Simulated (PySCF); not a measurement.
# Al (aluminium, neutral) across methods

[Ne] 3s1 3p1 4s1, high-spin 4P determinant (an excited configuration). Calculation: PySCF 2.14, in dyall-av2z (13s9p2d, 50 functions); no relativity, point nucleus.

```tsv
method	E (hartree)	mean ε 3s α (eV)	mean ε 3p α (eV)	mean ε 4s α (eV)	Σ⟨r²⟩ (bohr²)	⟨S²⟩
LDA	-241.0364	-12.024	-6.249	-1.793	69.01	3.750
UHF	-241.63820	-16.515	-9.892	-2.746	71.45	3.750
M06-2X	-242.0575	-14.263	-7.827	-2.486	70.48	3.750
PBE0	-241.9762	-13.183	-7.299	-2.083	70.23	3.750
wB97M-V	-242.0663	-15.309	-8.650	-2.885	68.68	3.750
PBE	-241.9537	-11.929	-6.324	-1.769	69.81	3.750
r2SCAN	-242.0619	-12.255	-6.569	-1.734	70.27	3.750
```

Question: Estimate the same row for B3LYP.

Answer: E (hartree) = -242.1052; mean ε 3s α (eV) = -12.889; mean ε 3p α (eV) = -6.988; mean ε 4s α (eV) = -1.927; Σ⟨r²⟩ (bohr²) = 69.72; ⟨S²⟩ = 3.750.

The outer electron is Rydberg-like, and this basis confines it to a smaller radius and binds it less than a complete one would.
